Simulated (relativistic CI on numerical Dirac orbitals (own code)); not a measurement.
**Hyperfine structure of Cs XLVII, mass number 134**

Method of calculation: Dirac-Coulomb-Breit CI, orbitals from a KLI potential per configuration, model QED (radiative potential, 1s self-energy scaled to tabulated hydrogen-like ionisation energies), unscaled Slater integrals (own radial code, finite nucleus).

Configuration list (outside the closed core 1s2): 2s2.2p5, 2s.2p6, 2p6.3s, 2p6.3p, 2p6.3d, 2s2.2p4.3s, 2s2.2p4.3p, 2s2.2p4.3d, 2s.2p5.3s, 2s.2p5.3p, 2s.2p5.3d, 2s2.2p4.4s, 2s2.2p4.4p, 2s2.2p4.4d, 2s2.2p4.4f, 2s.2p5.4s. Levels of other configurations are missing.

Nuclear spin I = 4, μ = 2.9893 μN, Q = 0.37 b (tables of Stone and Pyykkö). The electronic factors are computed for point nuclear moments, without core polarisation or the Bohr-Weisskopf and QED corrections.

| Level | E (eV) | A (GHz) | B (GHz) |
| --- | --- | --- | --- |
| 2s2.2p5 2P°_3/2 | 0.00 | 233.3 | -218 |
| 2s2.2p5 2P°_1/2 | 363.77 | 1546 |  |
| 2s.2p6 2S_1/2 | 677.26 | 4910 |  |
| 2s2.2p4.3s 4P_5/2 | 4497.28 | 452.5 | 30 |
| 2s2.2p4.3s 2P_3/2 | 4505.01 | 9.021 | 11.6 |
| 2s2.2p4.3s 2S_1/2 | 4539.14 | 1338 |  |
| 2s2.2p4.3p 2P°_1/2 | 4624.39 | 425.1 |  |
| 2s2.2p4.3p 4D°_7/2 | 4684.93 | 158.8 | 87.7 |

Levels with J = 0, under 50 % of one LS term, or S terms without an open s electron are left out. Small factors come from cancelling terms and can be off by tens of per cent or more.

At this charge energies of transitions that change n are usually good to better than 1 %, and those within a shell (Δn = 0) to a few per cent.

Question: Give the hyperfine levels of 2s2.2p5 2P°_1/2 relative to its centre of gravity.

Answer: With K = F(F + 1) − I(I + 1) − J(J + 1), E = AK/2: F = 7/2: -3865, F = 9/2: 3092 GHz.

LS names give the leading component of a level, which can be under half, so a name can repeat, a term be missing and a line seem to break the LS rules.
